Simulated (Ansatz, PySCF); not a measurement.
Zn(Me)(OMe) (C2H6OZn), SMILES C[O][Zn][CH3].

Geometry optimised at B3LYP-D3(BJ)/def2-SVP. The structure was generated by enumeration; whether it is a known compound was not checked. One conformer was computed; it need not be the lowest.

Vertical ionisation energy (IE) and electron affinity (EA) in eV. Rows of orbital energies are one-electron estimates. Where ΔSCF, EOM or ADC give a negative EA the extra electron is unbound and the value depends on the basis.

```
level                                                                  IE     EA
-------------------------------------------------------------------  ----  -----
−ε(HOMO), −ε(LUMO), PBE0/def2-TZVP (PySCF)                           7.10   0.32
−ε(HOMO), −ε(LUMO), PBE/def2-TZVP (PySCF)                            5.62   1.11
ΔSCF, PBE0/def2-SVPD (Ansatz), final states of multiplicity 2 and 2  9.38  -0.90
ΔSCF, PBE/def2-SVPD (Ansatz), final states of multiplicity 2 and 2   9.19  -0.81
```

Question: What vertical singlet–triplet gap does ΔSCF give with PBE0/def2-SVPD (Ansatz, a first-principles code) and with PBE/def2-SVPD (Ansatz)? (An estimate is asked for; the answer gives what the named calculation found.)

Answer: 5.29 and 4.99 eV (triplet above singlet where positive).
